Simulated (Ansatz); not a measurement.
`CO[SiH](C)[SiH3]` → `CO[Si]C` + SiH₄  (silylene formation by 1,1-elimination)

Program: Ansatz. Geometries: PBE0-D4/def2-TZVP. ΔE: electronic, gas phase. CCSD(T)/CBS is the MP2 limit (def2-TZVPP, def2-QZVPP) plus CCSD(T) − MP2 in def2-TZVPP, frozen cores. This one scheme is used for every species. DFT in def2-TZVPP. One conformer a species, not always the lowest.

`CO[SiH](C)[SiH3]`:

Z-matrix (Å, degrees):
```
C
O 1 1.407
H 1 1.092 2 108.4
H 1 1.096 2 111.5 3 119.2
H 1 1.097 2 111.6 3 -119.3
Si 2 1.651 1 122.7 3 171.2
Si 6 2.341 2 105.7 1 -173.4
C 6 1.870 2 112.1 1 64.4
H 6 1.497 2 109.0 1 -54.9
H 7 1.490 6 109.6 2 178.6
H 7 1.489 6 110.8 2 -62.4
H 7 1.488 6 111.4 2 58.7
H 8 1.092 6 111.3 2 59.6
H 8 1.094 6 110.0 2 179.4
H 8 1.093 6 111.3 2 -61.4
```

`CO[Si]C`:

Cartesian coordinates in Å:
```
C -0.510 1.148 -0.925
O 0.265 0.086 -1.426
Si 0.945 -1.249 -0.743
C 0.440 -1.096 1.091
H -1.472 1.166 -1.442
H -0.688 1.062 0.150
H 0.005 2.092 -1.124
H -0.650 -1.092 1.217
H 0.825 -0.176 1.546
H 0.839 -1.942 1.656
```

SiH₄:

Cartesian coordinates in Å:
```
Si 0.000 0.000 0.000
H 0.193 -0.704 -1.293
H -1.398 -0.189 0.462
H 0.271 1.449 -0.180
H 0.935 -0.556 1.011
```

(1) Is it downhill or uphill in electronic energy at CCSD(T)/CBS, and by how much? (Estimate.)

(2) What do these levels give: r2SCAN-D4, PBE0-D4, ωB97M-V, B2PLYP, r2SCAN, PBE0, HF/def2-TZVPP, SCS-MP2/def2-TZVPP, CCSD/def2-TZVPP, CCSD(T)/def2-TZVPP, SCS-MP2/def2-QZVPP, HF/CBS(def2)? (An estimate is asked.)

Largest T1 diagnostic among the species: 0.014.

## Answers

(1) Ansatz gave: Uphill: ΔE = +1.82 eV.

(2) Computed: r2SCAN-D4 1.98, PBE0-D4 1.98, ωB97M-V 1.70, B2PLYP 1.70, r2SCAN 1.95, PBE0 1.90, HF/def2-TZVPP 1.70, SCS-MP2/def2-TZVPP 1.77, CCSD/def2-TZVPP 1.75, CCSD(T)/def2-TZVPP 1.76, SCS-MP2/def2-QZVPP 1.80, HF/CBS(def2) 1.69 eV.

From PBE to PBE0 (25 % exact exchange), in def2-TZVPP and without D4, ΔE moves by +0.14 eV. The D4 term adds +0.14 eV with B3LYP and +0.08 eV with PBE0; it sums over pairs of atoms, weighted by their polarisabilities, and B3LYP, whose exchange is more repulsive, gets the larger term. In def2-TZVPP, CCSD(T) changes the Hartree–Fock value by +0.07 eV (the triples alone add +0.01 eV) and MP2 by +0.17 eV.

B3LYP here is the variant with VWN-RPA as its local correlation; programs differ in this.
